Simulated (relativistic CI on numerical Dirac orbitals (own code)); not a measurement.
## One change at a time: Cd¹⁶⁺

Base calculation: Dirac-Coulomb-Breit CI, KLI orbitals optimised for each configuration, QED by a radiative potential, unscaled Slater integrals.

Configurations in the expansion (outside the closed core [Ar] 3d10): 4s2 4p2, 4s 4p3, 4p4, 4s2 4p 4d, 4s 4p2 4d, 4s2 4p 4f, 4s 4p2 4f, 4p3 4d, 4s 4p 4d2, 4s2 4d 4f, 4s2 4p 5s, 4p3 4f, 4s2 4d2, 4s 4d3, 4s 4d2 4f, 4p2 4d2, 4p 4d3, 4p 4d2 4f, 4p 4d2 5s, 4s2 4f2, 4s 4d 4f2, 4s 4f3, 4p2 4f2, 4p 4d 4f2, 4p 4f3, 4p 4f2 5s. Double excitations out of closed p, d and f shells are left out; levels of such configurations are missing from the list, as are those of other unlisted configurations, and high levels can miss mixing partners.

Variants: (1) configuration mixing switched off; (2) only the first 3 configurations. Shifts of the energy above 4s2 4p2 3P_0, in cm⁻¹, for the lowest level and the first level of each name with at least 55 % of one term (blank where a level changes its place among those of its configuration and J or its character, or is not in the variant):

```csv
Level,Base,Δ(1),Δ(2)
4s2 4p2 3P_0,0,0,0
4s2 4p2 3P_1,49402,-242,+1373
4s2 4p2 1S_0,168883,+6103,-2336
4s 4p3 5S°_2,328367,-13011,-7702
4s 4p3 3D°_1,394609,+10039,+15347
4s 4p3 3D°_2,402827,+8157,+13465
4s 4p3 3D°_3,421796,+10884,+16192
4s 4p3 3P°_0,458265,+4431,+9740
4s 4p3 3P°_1,465896,+6905,+12214
4s 4p3 3S°_1,526800,+8956,+14265
4s2 4p 4d 3F°_2,584057,-6943,
4s2 4p 4d 3F°_3,609248,-997,
4s2 4p 4d 3F°_4,653028,+520,
4s2 4p 4d 3P°_0,693207,-6709,
```

At this charge energies of transitions that change n are usually good to better than 1 %, and those within a shell (Δn = 0) to a few per cent.

Ionisation energy from the two ground configurations alone: base 420.215 eV. The NIST ASD value (theoretical) is 421 eV.

LS names give the leading component of a level, which can be under half, so a name can repeat, a term be missing and a line seem to break the LS rules.
